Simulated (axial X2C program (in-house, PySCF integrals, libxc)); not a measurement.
## Potential curves of SeBr⁺, 2c

All values were computed with an in-house relativistic program for diatomic molecules. Two-component (2c) means X2C with spin–orbit coupling and atomic mean-field two-electron Coulomb and Gaunt terms. Basis: Br dyall-cv3z [8s9p6d4f1g], Se dyall-cv3z [8s9p6d4f1g] (cores contracted in-house); Gaussian nuclei, density fitting, unrestricted open shells. Masses: Br 78.918 u, Se 79.917 u.

State: Ω = 1 (⟨Sz⟩ = 1.00, ⟨Lz⟩ = 0.00 at PBE0). Energies in cm⁻¹ from the fragments at the same level (Br + Se+). Fits are polynomials in 1 − R0/R over 0.85 to 1.23 times the lowest point R0.

| R (Å) | PBE0 |
| --- | --- |
| 1.8940 | -14511 |
| 1.9811 | -20797 |
| 2.0464 | -23432 |
| 2.1117 | -24755 |
| 2.1770 | -25088 |
| 2.2532 | -24557 |
| 2.3294 | -23324 |
| 2.4274 | -21076 |
| 2.5471 | -17803 |
| 2.7212 | -12920 |

The state is a single determinant with fixed occupations, the lowest that a limited PBE0 search found. De is counted from the lowest determinant-based energies of the atoms at the same level, without counterpoise correction. Density functionals use the spin component along the axis (collinear). Other states lie close and PBE0, whose exact exchange favours high spin, may order them wrongly; the determinant shown need not be the ground state. The nearest other 2c determinant of the search, Ω = 0, lies 0.50 eV up at the distance of the search. Without a current term, density functionals place determinants with orbital angular momentum somewhat too high. With several unpaired electrons one determinant need not be a pure state. Open-shell Ω = 0 determinants with evenly filled partner blocks cannot be reached by this program, so the Ω shown need not be the lowest component. This is the Ω = 1 component of a π² triplet; the 0⁺ component is not one determinant and can lie lowest.

Q: What are Re, ωe and De at the PBE0 level?

A: At PBE0, 2c: Re = 2.171 Å, ωe ≈ 388 cm⁻¹, De = 3.11 eV to Br + Se+; Be follows as 0.0901 cm⁻¹.
